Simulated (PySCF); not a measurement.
Species: CaF (doublet state).
Z-matrix (Å and degrees, PBE0-D3(BJ)/def2-SVP geometry), rows numbered from 1:
```
F 
Ca  1  1.9310
```

Computed with PySCF 2.14.0, PBE0-D3(BJ)/def2-SVP geometry optimisation, gas phase.

Take the most abundant isotopes and a rigid rotor. 

What are the moment of inertia and the rotational constant?

I = 48.013 u·Å², B = 505379 MHz·u·Å²/I = 10526 MHz (0.3511 cm⁻¹, or 0.505 K as hB/k). For two atoms I = μr² with μ = 12.8767 u and r = 1.9310 Å.

List the first levels of a rigid rotor in a Σ state.

E(J) = BJ(J+1): J = 1: 0.702, J = 2: 2.107, J = 3: 4.213, J = 4: 7.022, J = 5: 10.533, J = 6: 14.747 cm⁻¹. For this open shell read J as N, the rotation without spin; fine and hyperfine splittings come on top.

Where do the first rotational lines fall?

The dipole is 3.20 D; J+1 ← J lies at 2B(J+1): 1 ← 0 at 21.05 GHz, 2 ← 1 at 42.10 GHz, 3 ← 2 at 63.16 GHz, 4 ← 3 at 84.21 GHz, 5 ← 4 at 105.26 GHz, 6 ← 5 at 126.31 GHz.

Estimate the classical rotational partition function at 10 K, 50 K and 100 K.

Point group C∞v, symmetry number σ = 1; q = kT/(σhB), k/h = 20836.6 MHz/K: 19.8 at 10 K, 99.0 at 50 K, 198 at 100 K.

Whether it is a minimum is left open (no frequencies). ⟨S²⟩ = 0.750 (exact for a doublet: 0.75). No vibrational averaging or centrifugal distortion is included, and the geometry carries the error of its method.

Hardware: one thread of an x86-64 server (shared host). Cost: 2.2 s wall. This is the geometry optimisation.
